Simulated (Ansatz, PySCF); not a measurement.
Reaction R1 + R2 → P1, each structure at its B3LYP-D3(BJ)/def2-TZVP stationary point, reached from a drawn start (curvature not checked).
P1, Cl4Pb (SMILES [Cl][Pb]([Cl])([Cl])[Cl]) (charge 0, multiplicity 1):
| atom | x (Å) | y (Å) | z (Å) |
|---|---|---|---|
| Pb | 0.0000 | 0.0000 | 0.0000 |
| Cl | 1.3890 | 1.3890 | 1.3890 |
| Cl | 1.3890 | -1.3890 | -1.3890 |
| Cl | -1.3890 | 1.3890 | -1.3890 |
| Cl | -1.3890 | -1.3890 | 1.3890 |
R1, Cl2Pb (SMILES [Cl][Pb][Cl]) (charge 0, multiplicity 1):
```xyz
3

Pb     0.000     0.000    -1.069
Cl     1.895     0.000     0.535
Cl    -1.895     0.000     0.535
```
R2, Cl2 (SMILES ClCl) (charge 0, multiplicity 1):
| atom | x (Å) | y (Å) | z (Å) |
|---|---|---|---|
| Cl | 0.0000 | 0.0000 | -1.0067 |
| Cl | 0.0000 | 0.0000 | 1.0067 |

```json
[
 {"level": "HF/def2-TZVPP", "reaction energy (kJ/mol)": "-97.8"},
 {"level": "HF/def2-QZVPP", "reaction energy (kJ/mol)": "-96.8"},
 {"level": "PBE/def2-TZVPP", "reaction energy (kJ/mol)": "-99.6"},
 {"level": "PBE-D4/def2-TZVPP", "reaction energy (kJ/mol)": "-110.1"},
 {"level": "r2SCAN/def2-TZVPP", "reaction energy (kJ/mol)": "-125.3"},
 {"level": "r2SCAN-D3(BJ)/def2-TZVPP", "reaction energy (kJ/mol)": "-128.6"},
 {"level": "B97M-V/def2-TZVPP", "reaction energy (kJ/mol)": "-139.4"},
 {"level": "B3LYP-D3(BJ)/def2-TZVPP", "reaction energy (kJ/mol)": "-104.6"},
 {"level": "CAM-B3LYP/def2-TZVPP", "reaction energy (kJ/mol)": "-98.5"},
 {"level": "CAM-B3LYP-D4/def2-TZVPP", "reaction energy (kJ/mol)": "-109.0"},
 {"level": "MP2/def2-QZVPP", "reaction energy (kJ/mol)": "-145.2"},
 {"level": "MP2/CBS(def2-TZVPP, def2-QZVPP)", "reaction energy (kJ/mol)": "-143.8"},
 {"level": "SCS-MP2/def2-SVP", "reaction energy (kJ/mol)": "-145.5"},
 {"level": "CCSD(T)/CBS(def2-TZVPP, def2-QZVPP)", "reaction energy (kJ/mol)": "-130.4"}
]
```

P less R. No zero-point or thermal terms; no spin–orbit coupling.

Frozen-core correlation throughout. In cc and def2 sets filled d and f shells under p-block atoms count as core. CBS: X⁻³ extrapolation of the correlation energy, Hartree–Fock from the larger set.

The values were computed with Ansatz (a quantum-chemistry and plane-wave program) with Gaussian orbitals; PySCF for the D3/D4 terms. All values are computed, each at the level named. Elements past Kr take the def2 small-core potentials, without spin–orbit coupling.
